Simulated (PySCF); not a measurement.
Correlation energy of Sn (tin, neutral)

[Kr] 4d10 5s1 5p2 5d1, one real determinant (an excited configuration). Calculation: PySCF 2.14, in aug-cc-pVQZ-DK3 (9s8p6d3f2g, 102 functions); scalar relativity by spin-free X2C-1e. Frozen: [Kr] 4d10; 4 electrons correlated.

```csv
level,correlation energy (mhartree)
CCSD,-22.62
(T),-1.74
CCSD(T),-24.36
```

Diagnostics: T1 = 0.035, D1 = 0.0958, largest double amplitude 0.247.

The real determinant used has ⟨L²⟩ near 8 against 12 for a pure F term, so it mixes terms. The outer electron is Rydberg-like, and this basis confines it to a smaller radius and binds it less than a complete one would. T1 exceeds 0.03, a sign that the reference determinant is poor. A double-excitation amplitude exceeds 0.15, a sign of near-degeneracy.

Cost of the coupled-cluster step: of the order of 14 core-seconds, for 4 correlated electrons.

Iterations:

```
CC2 = 0
CCSD nocc = (np.int64(4), np.int64(0)), nmo = (79, 79)
frozen orbitals [[0, 1, 2, 3, 4, 5, 6, 7, 8, 9, 10, 11, 12, 13, 14, 15, 16, 17, 18, 19, 20, 21, 22], [0, 1, 2, 3, 4, 5, 6, 7, 8, 9, 10, 11, 12, 13, 14, 15, 16, 17, 18, 19, 20, 21, 22]]
max_cycle = 100
direct = 0
conv_tol = 1e-08
conv_tol_normt = 1e-06
diis_space = 8
diis_start_cycle = 0
Init t2, MP2 energy = -0.0138218523955152
Init E_corr(UCCSD) = -0.0138218524114524
cycle = 1  E_corr(UCCSD) = -0.0177187185298868  dE = -0.00389686612  norm(t1,t2) = 0.0440559
cycle = 2  E_corr(UCCSD) = -0.0191346608515198  dE = -0.00141594232  norm(t1,t2) = 0.0280189
cycle = 3  E_corr(UCCSD) = -0.0201512551905763  dE = -0.00101659434  norm(t1,t2) = 0.0236818
cycle = 4  E_corr(UCCSD) = -0.0203981630886619  dE = -0.000246907898  norm(t1,t2) = 0.0277674
cycle = 5  E_corr(UCCSD) = -0.0205604448683058  dE = -0.00016228178  norm(t1,t2) = 0.0174249
cycle = 6  E_corr(UCCSD) = -0.0213804369004225  dE = -0.000819992032  norm(t1,t2) = 0.0138802
cycle = 7  E_corr(UCCSD) = -0.0217997989302885  dE = -0.00041936203  norm(t1,t2) = 0.0105388
cycle = 8  E_corr(UCCSD) = -0.0226896336395888  dE = -0.000889834709  norm(t1,t2) = 0.00693281
cycle = 9  E_corr(UCCSD) = -0.0225218749974337  dE = 0.000167758642  norm(t1,t2) = 0.00192455
cycle = 10  E_corr(UCCSD) = -0.0225708562567232  dE = -4.89812593e-05  norm(t1,t2) = 0.00185519
cycle = 11  E_corr(UCCSD) = -0.0226196304862334  dE = -4.87742295e-05  norm(t1,t2) = 0.000550662
cycle = 12  E_corr(UCCSD) = -0.0226175264336373  dE = 2.1040526e-06  norm(t1,t2) = 9.02813e-05
cycle = 13  E_corr(UCCSD) = -0.0226187149571069  dE = -1.18852347e-06  norm(t1,t2) = 3.49445e-05
cycle = 14  E_corr(UCCSD) = -0.0226180536320934  dE = 6.61325014e-07  norm(t1,t2) = 6.70312e-06
cycle = 15  E_corr(UCCSD) = -0.0226181346859313  dE = -8.10538379e-08  norm(t1,t2) = 3.46619e-06
cycle = 16  E_corr(UCCSD) = -0.0226181050979112  dE = 2.95880202e-08  norm(t1,t2) = 1.76029e-06
cycle = 17  E_corr(UCCSD) = -0.0226181061910019  dE = -1.09309075e-09  norm(t1,t2) = 1.44838e-07
UCCSD converged
E(UCCSD) = -6173.198039446618  E_corr = -0.02261810619100192
UCCSD(T) correction = -0.00173633602073809
```

The reference is one real determinant that mixes LS terms of this configuration.
